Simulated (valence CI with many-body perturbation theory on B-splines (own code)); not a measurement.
## Energy levels of I⁴⁷⁺

Calculated by relativistic CI+MBPT: four valence electrons over a frozen Dirac-Fock core [He], radial functions for each j: 11 s, 11 p, 10 d, 8 f, 5 g, 2 h, with the one-electron correlation potential Σ1, the two-electron term Σ2, the three-electron term Σ3, Breit, model QED; selected CI, second order for the rest, scaled by the run's own slope (own B-spline code, finite nucleus).

The last digits are not significant, and no measured levels were compared; by estimate large intervals hold to a few tenths of a per cent, small ones and those within an open d or f shell to about a per cent. Among the levels kept, up to 870 cm⁻¹ of a level comes from second order outside the variational space, and about a tenth of that is noise between levels of different J, which matters for small intervals.

Levels 1 to 45 of 208, with energies above the lowest level, (2s^2 2p1/2^2) J=0. "Leading %" is the weight of the configuration and term that name the level; weights of strongly mixed levels are sums over their largest components and can fall short. In the jj column 3d3/2^4 stands for four electrons in 3d with j = 3/2. Lifetimes count E1, E2, E3, M1 and M2 decay at the calculated energies, and are blank where another channel may lead or the interval is too uncertain; long ones can be off by a factor of two.

```
No.  Configuration  Term  J  E (eV)  Leading %    Second component  Lifetime      g                Leading jj
  1        2s2.2p2    3P  0     0.0         71     29 % 2s2.2p2 1S                       2s^2 2p1/2^2 (100 %)
  2        2s2.2p2    3P  1   305.3        100                       5.33 ns  1.485  2s^2 2p1/2 2p3/2 (100 %)
  3        2s2.2p2    1D  2   320.7         62     37 % 2s2.2p2 3P   4.06 μs  1.168  2s^2 2p1/2 2p3/2 (100 %)
  4         2s.2p3   3P°  2   486.0         44     35 % 2s.2p3 5S°   75.6 ps  1.579   2s 2p1/2^2 2p3/2 (98 %)
  5         2s.2p3   3D°  1   545.7         37     25 % 2s.2p3 1P°   1.37 ps  1.077   2s 2p1/2^2 2p3/2 (98 %)
  6        2s2.2p2    3P  2   638.1         62     37 % 2s2.2p2 1D   1.79 ns  1.295       2s^2 2p3/2^2 (99 %)
  7        2s2.2p2    1S  0   677.6         70     29 % 2s2.2p2 3P   1.35 ns              2s^2 2p3/2^2 (98 %)
  8         2s.2p3   3D°  2   776.1         48     46 % 2s.2p3 5S°   6.31 ps  1.539   2s 2p1/2 2p3/2^2 (98 %)
  9         2s.2p3   3D°  3   810.3        100                       6.74 ps  1.314  2s 2p1/2 2p3/2^2 (100 %)
 10         2s.2p3   3P°  0   846.5        100                       1.67 ps         2s 2p1/2 2p3/2^2 (100 %)
 11         2s.2p3   3S°  1   860.9         43     40 % 2s.2p3 3D°    899 fs  1.292   2s 2p1/2 2p3/2^2 (98 %)
 12         2s.2p3   1D°  2   871.1         72     21 % 2s.2p3 3D°    901 fs  1.075   2s 2p1/2 2p3/2^2 (98 %)
 13         2s.2p3   3P°  1   874.6         52     32 % 2s.2p3 1P°   1.13 ps  1.358   2s 2p1/2 2p3/2^2 (98 %)
 14            2p4    3P  2  1066.0         70         29 % 2p4 1D    938 fs  1.335    2p1/2^2 2p3/2^2 (99 %)
 15            2p4    1S  0  1109.1         60         39 % 2p4 3P    764 fs           2p1/2^2 2p3/2^2 (98 %)
 16         2s.2p3   3P°  2  1152.6         52     19 % 2s.2p3 1D°   1.73 ps  1.403         2s 2p3/2^3 (98 %)
 17         2s.2p3   1P°  1  1208.4         42     26 % 2s.2p3 3S°    646 fs  1.203         2s 2p3/2^3 (98 %)
 18            2p4    3P  1  1380.5        100                        587 fs  1.485     2p1/2 2p3/2^3 (100 %)
 19            2p4    1D  2  1396.6         70         30 % 2p4 3P    640 fs  1.129     2p1/2 2p3/2^3 (100 %)
 20            2p4    3P  0  1732.9         61         39 % 2p4 1S    446 fs                   2p3/2^4 (99 %)
 21      2s2.2p.3s   3P°  0  4830.2         99                       21.5 fs             2s^2 2p1/2 3s (99 %)
 22      2s2.2p.3s   3P°  1  4833.0         67  32 % 2s2.2p.3s 1P°   16.9 fs  1.323      2s^2 2p1/2 3s (99 %)
 23      2s2.2p.3p    3D  1  4885.4         73   23 % 2s2.2p.3p 1P   1.58 ps  0.653   2s^2 2p1/2 3p1/2 (99 %)
 24      2s2.2p.3p    3P  0  4914.1         69   30 % 2s2.2p.3p 1S    500 fs          2s^2 2p1/2 3p1/2 (98 %)
 25      2s2.2p.3p    3P  1  4978.2         26   20 % 2s.2p2.3s 5P   45.8 fs  1.728   2s^2 2p1/2 3p3/2 (56 %)
 26      2s2.2p.3p    3D  2  4991.4         55   29 % 2s2.2p.3p 1D   1.02 ps  1.159   2s^2 2p1/2 3p3/2 (99 %)
 27      2s.2p2.3s    5P  1  5005.7         30   20 % 2s2.2p.3p 3P   41.0 fs  1.860      2s 2p1/2^2 3s (54 %)
 28      2s.2p2.3s    3P  0  5017.1         71   27 % 2s.2p2.3s 1S   23.7 fs             2s 2p1/2^2 3s (97 %)
 29      2s2.2p.3d   3F°  2  5036.6         74  20 % 2s2.2p.3d 1D°   15.2 fs  0.753  2s^2 2p1/2 3d3/2 (100 %)
 30      2s2.2p.3d   3D°  1  5046.5         21  14 % 2s.2p2.3p 5D°   2.21 fs  1.169   2s 2p1/2^2 3p1/2 (58 %)
 31      2s.2p2.3p   5D°  0  5052.2         50  45 % 2s.2p2.3p 3P°    342 fs          2s 2p1/2^2 3p1/2 (97 %)
 32      2s2.2p.3d   3D°  1  5062.2         31  18 % 2s2.2p.3d 1P°   6.05 fs  1.090   2s^2 2p1/2 3d3/2 (59 %)
 33      2s2.2p.3d   3P°  2  5072.6         46  35 % 2s2.2p.3d 3D°   2.59 fs  1.281   2s^2 2p1/2 3d5/2 (98 %)
 34      2s2.2p.3d   3F°  3  5075.5         48  29 % 2s2.2p.3d 1F°   2.87 fs  1.105   2s^2 2p1/2 3d5/2 (99 %)
 35      2s.2p2.3p   3P°  2  5153.8         27  21 % 2s.2p2.3p 5P°   83.9 fs  1.537   2s 2p1/2^2 3p3/2 (86 %)
 36      2s.2p2.3p   3D°  1  5158.6         32  19 % 2s.2p2.3p 1P°   7.02 fs  1.103   2s 2p1/2^2 3p3/2 (93 %)
 37      2s2.2p.3s   3P°  2  5160.0         87                       34.4 fs  1.490      2s^2 2p3/2 3s (87 %)
 38      2s2.2p.3s   1P°  1  5165.4         64  30 % 2s2.2p.3s 3P°   12.9 fs  1.137      2s^2 2p3/2 3s (94 %)
 39      2s.2p2.3d    5F  1  5199.0         43   34 % 2s.2p2.3d 3D   20.2 fs  0.432   2s 2p1/2^2 3d3/2 (97 %)
 40      2s.2p2.3d    3D  2  5203.3         29   23 % 2s.2p2.3d 5F   12.7 fs  1.166   2s 2p1/2^2 3d3/2 (92 %)
 41      2s2.2p.3p    3P  1  5224.9         51   24 % 2s2.2p.3p 3S    455 fs  1.451   2s^2 2p3/2 3p1/2 (96 %)
 42      2s2.2p.3p    3D  2  5227.5         43   32 % 2s2.2p.3p 1D    543 fs  1.175   2s^2 2p3/2 3p1/2 (96 %)
 43      2s.2p2.3d    3D  3  5233.1         32   21 % 2s.2p2.3d 5D   2.89 fs  1.362   2s 2p1/2^2 3d5/2 (97 %)
 44      2s.2p2.3d    3F  2  5247.7         33   22 % 2s.2p2.3d 1D   3.05 fs  1.000   2s 2p1/2^2 3d5/2 (92 %)
 45      2s.2p2.3s    5P  2  5273.1         86    8 % 2s.2p2.3s 3P   31.2 fs  1.746  2s 2p1/2 2p3/2 3s (97 %)
```

The ionisation energy to 2s2.2p 2P°_1/2 of the next ion comes out as 8602.1 eV (NIST: 8601 ± 4 eV (theoretical)). All 208 levels together are meant to be complete up to 6069.9 eV.
